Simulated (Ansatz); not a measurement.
A nudged elastic band was laid between two geometries of GeH4 + H2N (8 atoms, charge 0, multiplicity 2).

Level of theory: UKS PBE0/def2-SVP (Ansatz).

```
movable images  : 9
climbing image  : yes
spring          : 5.0 eV/Å²
optimiser       : quadratic models (default)
start path      : through a guess of the saddle point
force threshold : 0.03 eV/Å
iteration limit : 60
end points      : relaxed
```

Image 0:

```xyz
8
Properties=species:S:1:pos:R:3
H -0.008 0.058 -0.553
Ge 1.465 -0.008 -0.111
N -2.423 0.058 -0.254
H 1.538 -0.203 1.414
H 2.182 1.300 -0.485
H 2.164 -1.190 -0.802
H -2.450 0.790 0.476
H -2.468 -0.804 0.315
```

Image 10:

```xyz
8
Properties=species:S:1:pos:R:3
H -1.563 0.230 -1.047
Ge 1.428 -0.334 -0.081
N -1.969 0.199 -0.114
H 1.119 -0.474 1.424
H 1.405 1.151 -0.498
H 2.800 -0.964 -0.408
H -1.488 0.901 0.445
H -1.733 -0.709 0.280
```

What changes between the two ends?

Bonds broken: H1–Ge2. Bonds formed: H1–N3. GeH4 + H2N becomes GeH3 + H3N.

What energy profile does the band end with?

The forces met the threshold. The highest image is number 2 of 0 to 10, 3.7 kJ/mol above the first end and 111.5 kJ/mol above the last; the last end lies 107.8 kJ/mol below the first. A vibrational analysis at the climbing image gives one clearly imaginary mode, 250i cm⁻¹: a first-order saddle point.

```json
{"image": "0", "path coordinate (Å)": "0.00", "energy (kJ/mol)": "0.0", "H1–Ge2 (Å)": "1.54", "H1–N3 (Å)": "2.43"}
{"image": "1", "path coordinate (Å)": "0.91", "energy (kJ/mol)": "0.0", "H1–Ge2 (Å)": "1.54", "H1–N3 (Å)": "2.44"}
{"image": "2", "path coordinate (Å)": "1.82", "energy (kJ/mol)": "3.7", "H1–Ge2 (Å)": "1.59", "H1–N3 (Å)": "1.71"}
{"image": "3", "path coordinate (Å)": "2.21", "energy (kJ/mol)": "-51.9", "H1–Ge2 (Å)": "1.94", "H1–N3 (Å)": "1.19"}
{"image": "4", "path coordinate (Å)": "2.60", "energy (kJ/mol)": "-95.7", "H1–Ge2 (Å)": "2.37", "H1–N3 (Å)": "1.03"}
{"image": "5", "path coordinate (Å)": "2.99", "energy (kJ/mol)": "-102.6", "H1–Ge2 (Å)": "2.69", "H1–N3 (Å)": "1.02"}
{"image": "6", "path coordinate (Å)": "3.38", "energy (kJ/mol)": "-105.4", "H1–Ge2 (Å)": "2.95", "H1–N3 (Å)": "1.02"}
{"image": "7", "path coordinate (Å)": "3.76", "energy (kJ/mol)": "-106.9", "H1–Ge2 (Å)": "3.09", "H1–N3 (Å)": "1.02"}
{"image": "8", "path coordinate (Å)": "4.15", "energy (kJ/mol)": "-107.7", "H1–Ge2 (Å)": "3.13", "H1–N3 (Å)": "1.02"}
{"image": "9", "path coordinate (Å)": "4.54", "energy (kJ/mol)": "-107.8", "H1–Ge2 (Å)": "3.16", "H1–N3 (Å)": "1.02"}
{"image": "10", "path coordinate (Å)": "4.93", "energy (kJ/mol)": "-107.8", "H1–Ge2 (Å)": "3.19", "H1–N3 (Å)": "1.02"}
```

What is the geometry of the highest image?


```xyz
8
Properties=species:S:1:pos:R:3
H -0.317 -0.245 -0.417
Ge 1.227 -0.075 -0.073
N -2.013 -0.102 -0.253
H 1.474 -0.468 1.396
H 1.640 1.395 -0.269
H 2.072 -0.974 -0.991
H -2.024 0.921 -0.113
H -2.058 -0.451 0.719
```

What are the harmonic wavenumbers there?

250i, 43, 157, 205, 518, 575, 798, 842, 858, 922, 959, 1477, 1529, 2154, 2162, 2169, 3395, 3491 cm⁻¹.

The run took 100 s on 2 threads of AMD EPYC 9R45 96-Core Processor (Zen 5), with other jobs on the host, peak memory 0.23 GiB.
